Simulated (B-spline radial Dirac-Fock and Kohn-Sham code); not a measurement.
# Photoionisation of hafnium ions at Mg Kα (1253.6 eV)

Level of theory: independent-particle photoionisation in a Dirac-Hartree-Slater potential with a Latter tail, all multipoles, thresholds from Dirac-Fock ΔSCF; a radial atomic solver. Cross sections in kb; a dash marks an empty subshell or a threshold above the photon energy.

| ion | configuration | total | 4d3/2 | 4f5/2 | 4f7/2 | 5p3/2 | 6s |
| --- | --- | --- | --- | --- | --- | --- | --- |
| Hf | [Xe] 4f14 5d2 6s2 | 640.6 | 115 | 76.9 | 97.7 | 12.5 | 0.625 |
| Hf⁺ | [Xe] 4f14 5d1 6s2 | 640.3 | 115 | 77.0 | 97.9 | 12.8 | 0.795 |
| Hf⁴⁺ | [Xe] 4f14 | 639.1 | 115 | 77.4 | 98.4 | 13.4 | – |

Values without a named source are computed, but for edge energies of neutral atoms, which are taken from tables.
